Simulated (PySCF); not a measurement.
`C[S+](C)(=O)CC(F)F` (charge +1). Computed geometry: GFN2-xTB, gas phase.

```
atom  x, y, z in Å
C1    -1.7425   -0.0203   -0.7331
S2    -0.6067   -0.3852    0.6082
C3    -0.2651    1.1468    1.4790
O4    -1.1503   -1.3613    1.4866
C5     0.9583   -1.0654   -0.0773
C6     1.6658   -0.1306   -1.0457
F7     1.9440    1.0413   -0.4351
F8     0.8477    0.1709   -2.0770
H9    -1.3569    0.7885   -1.3436
H10   -1.8766   -0.9154   -1.3339
H11   -2.6943    0.2532   -0.2853
H12    0.0579    1.9114    0.7814
H13   -1.1815    1.4445    1.9821
H14    0.5056    0.9648    2.2227
H15    1.5947   -1.2829    0.7809
H16    0.6914   -2.0004   -0.5705
H17    2.6014   -0.5478   -1.4493
```

(1) What is the longest distance between nuclei?

(2) Work out the bond lengths C1–H9, C1–H10, C1–H11, C6–H17 in pm.

(3) How far apart are these pairs, which share no bond: S2···C6, O4···H16, C6···H13, H9···H17, H10···H15?

(4) What is the repulsion energy of the bare nuclei, Σ ZA·ZB/RAB?

(5) What are the angles S2–C1–H9, S2–C1–H10, C3–S2–O4, H12–C3–H14, H13–C3–H14, H15–C5–H16, C6–C5–H16, S2–C5–H15?

(6) Give the dihedral angles C5–S2–C3–H12, H16–C5–C6–F7, H11–C1–S2–O4, O4–S2–C3–H14.

(7) Where is the centre of mass (commonest isotopes), and what is the radius of gyration?

(8) Write the matrix of distances between heavy atoms (Å, lower triangle).

Results:

(1) H13···H17 and H11···H17, 5.482 Å down to 5.481 Å.

(2) For C1–H9 the difference vector is (0.3856, 0.8088, -0.6105) Å, of length 1.0842 Å. C1–H9 108.4; C1–H10 108.6; C1–H11 108.7; C6–H17 110.1 pm.

(3) S2···C6 2.822 Å (2 bonds apart); O4···H16 2.834 Å (3 bonds apart); C6···H13 4.445 Å (4 bonds apart); H9···H17 4.179 Å (5 bonds apart); H10···H15 4.081 Å (4 bonds apart).

(4) 544.41 Eh over 136 pairs, with full nuclear charges and distances in bohr; the largest single term is 47.66 Eh (S2 with O4).

(5) From the scalar product of the two bond vectors; for S2–C1–H9 it is -0.6760 Å² over 1.7951 × 1.0842 Å², cos θ = -0.3473. S2–C1–H9 110.3°; S2–C1–H10 108.9°; C3–S2–O4 111.0°; H12–C3–H14 110.3°; H13–C3–H14 109.1°; H15–C5–H16 109.1°; C6–C5–H16 110.7°; S2–C5–H15 106.1°.

(6) C5–S2–C3–H12 67° (synclinal); H16–C5–C6–F7 178° (antiperiplanar); H11–C1–S2–O4 54° (synclinal); O4–S2–C3–H14 64° (synclinal). Dihedral signs follow IUPAC: positive where, seen along the central bond, the front bond turns clockwise onto the rear one.

(7) Mass 143.034 u; centre at (0.147, -0.079, -0.058) Å; Rg = √(Σ m r²/M) = 1.896 Å. As Ia + Ib + Ic = 2 Σ m r², the three principal moments sum to 1028.3 u·Å².

(8) 
```
C1    0.000
S2    1.795  0.000
C3    2.905  1.795  0.000
O4    2.660  1.421  2.660  0.000
C5    2.969  1.839  2.969  2.642  0.000
C6    3.424  2.822  3.426  3.982  1.521  0.000
F7    3.848  3.103  2.925  4.363  2.353  1.350  0.000
F8    2.924  3.104  3.852  4.363  2.354  1.350  2.158  0.000
```

The point group is Cs within 0.08 Å; differences among equivalent distances and angles are scatter left by the optimiser. Whether it is a minimum is left open (no frequencies).

One conformer stands for the species.
